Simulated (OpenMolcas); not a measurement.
Pm3+ with 6 ligands (fluoride) in trigonal prismatic coordination (D3h), a polar angle of 48.6° against the regular 49.1°. A charge of +0.5 e stands 2.6 Å behind each ligand. Ligand basis ANO-RCC-VDZP.

| Item | Value |
| --- | --- |
| Program | OpenMolcas 26.06 |
| Method | CASSCF |
| Basis | ANO-RCC-VDZP [7s6p4d2f1g] |
| Scalar Hamiltonian | DKH2, point nucleus |
| Active space | 4 electrons in 7 orbitals (4f) |
| State averaging | 2S+1 = 5 even, 35 roots (33 in the spin-orbit step); 2S+1 = 3 even, 117 roots kept (CI in the orbitals of an earlier block, 106 in the spin-orbit step); 2S+1 = 1 even, 75 roots kept (CI in the orbitals of an earlier block, 31 in the spin-orbit step) |
| Spin-orbit coupling | state interaction with AMFI integrals over the reference wave functions |

All ligands move together. At R = 2.21 Å the width of the lowest J multiplet is 413 cm-1, and at R = 2.4 Å it is 289 cm-1.

**Question.** A third run gives 361 cm-1. What distance was it run at?

**Answer.** With a power law R^-n the two known points give n = -ln(289 / 413) / ln(2.4 / 2.21) = 4.33. Then R = 2.21 × (413 / 361)^(1/4.33) = 2.280 Å. The run was at 2.28 Å, so the estimate is off by 0 Å.

High states are left out of the spin-orbit mixing, which shifts the levels that they would mix with. Without dynamic correlation the ligand-field splitting of an f shell can come out too small, at times by half. No measured value stands beside these numbers; the geometry is a model, was not optimised and need not be the one that this ion takes.
